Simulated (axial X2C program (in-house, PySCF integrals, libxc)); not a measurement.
# Levels of YCl⁻ by electron attachment to YCl (EOM-EA-CCSD)

Calculated with an in-house all-electron X2C program for linear molecules (integrals from PySCF): two-component X2C with atomic mean-field Coulomb and Gaunt terms, Gaussian nuclei, basis Y dyall-acv3z, Cl dyall-av3z with contracted cores.

R = 2.379 Å (near the PBE0 minimum at charge 0 of the determinant lowest at the starting distance; the state shown can have its own minimum elsewhere).

Hartree–Fock spinors of YCl (one of each Kramers pair; a window near the gap, which can cut inner shells):

```
  ω  occupied  ε (eV)                  character
1/2       yes  -28.59   72% Cl s, 9% Y p, 8% Y d
1/2       yes  -13.24   82% Cl p, 9% Y d, 3% Y p
1/2       yes  -12.47   81% Cl p, 8% Y d, 6% Y f
3/2       yes  -12.39   80% Cl p, 8% Y d, 6% Y f
1/2       yes   -6.09   68% Y s, 11% Y d, 9% Y p
1/2        no    0.15   91% Y p, 7% Y d, 2% Cl p
3/2        no    0.16   91% Y p, 6% Y d, 2% Cl p
1/2        no    0.23   76% Y p, 16% Y s, 7% Y d
1/2        no    0.43           80% Y s, 18% Y p
1/2        no    0.55  86% Y p, 11% Y d, 3% Cl p
3/2        no    0.57  85% Y p, 12% Y d, 3% Cl p
```

Levels of YCl⁻ obtained by attaching an electron to YCl:

```tsv
Ω	binding energy (eV)	above lowest (cm⁻¹)	attached spinor	one-particle weight
1/2	0.224	0	74% Y pπ, 19% Y dπ	0.92
3/2	0.190	276	77% Y pπ, 19% Y dπ	0.92
1/2	0.120	835	54% Y pσ, 34% Y dσ	0.94
3/2	-0.133	2880	97% Y dδ	0.87
1/2	-0.328	4449	72% Y sσ, 21% Y pσ	0.98
5/2	-0.330	4468	98% Y dδ	0.86
1/2	-0.372	4807	86% Y pπ	0.98
3/2	-0.379	4859	94% Y pπ	0.98
1/2	-0.383	4897	70% Y pσ, 18% Y sσ, 7% Y pπ	0.99
```

Q: Take the first Ω = 1/2 and Ω = 3/2 rows of π character: how far apart are they, and which lies lower?

A: E(3/2) − E(1/2) = 276 − 0 = 276 cm⁻¹ at EOM-EA-CCSD: regular, Ω = 1/2 lower. Splittings at this level can be off by ten to twenty per cent.

Negative binding energies belong to unbound states, resonances or levels that the basis set holds; within some tenths of an eV of zero the sign is not settled.

This point took 23 s on 1 thread of Arm Neoverse V1, on a shared host.

Reference electrons by ω block (each with its −ω partner): 1/2: 20, 3/2: 7, 5/2: 1. 18 electrons of YCl correlated (inner shells frozen), 84 natural virtual spinors (a truncated set); levels can be off by some tenths of an eV. Roots sought by Ω: (1/2: 5, 3/2: 4, 5/2: 2, 7/2: 1); the list ends where they run out and leaves out roots under 60 % one-particle weight. The solver can skip a root, and states that need a further excitation, which the method places far too high, are missing though they may lie low or lowest. T1 of the reference 0.013 (Lee–Taylor). Number of frozen shells: Y 3 s, 2 p, 1 d; Cl 2 s, 1 p.
